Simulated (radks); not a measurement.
The numbers below are computed, except where a source is named.
Effect of the nuclear size on the tin ion Sn+, [Kr] 4d10 5s2 5p1. Code: a radial shooting solver on a logarithmic mesh with Libxc functionals. Model: Dirac Kohn-Sham, exchange-only LDA, spin-unpolarised, spherical densities, finite nucleus; open shells fill j = l - 1/2 first; Fermi nuclear charge, rms radius 4.6519 fm. The rms radius is varied about that value; shifts are against it.

rms radius (fm)  total energy shift (eV)  density at nucleus (e/bohr^3)  1s1/2 shift (meV)  2s1/2 shift (meV)  4s1/2 shift (meV)  4p1/2 shift (meV)  5s1/2 shift (meV)  5p1/2 shift (meV)
3.8797                             -1.25                      1.957e+05               -526              -60.2              -2.25              0.208             -0.201              0.051
4.1867                            -0.779                      1.934e+05               -327              -37.4              -1.40              0.129             -0.125              0.032
4.6519                                 0                      1.903e+05              0.000              0.000              0.000              0.000              0.000              0.000
4.945                              0.526                      1.886e+05                221               25.3              0.943             -0.087              0.084             -0.021
5.5218                              1.64                      1.854e+05                689               78.8               2.94             -0.272              0.263             -0.067

Slopes of the eigenvalues against <r^2> in GHz/fm^2, as finite differences over the two radii next to the reference (eigenvalue slopes, not the field-shift constants of lines): 1s1/2 19100, 2s1/2 2190, 4s1/2 81.7, 4p1/2 -7.55, 5s1/2 7.31, 5p1/2 -1.85.
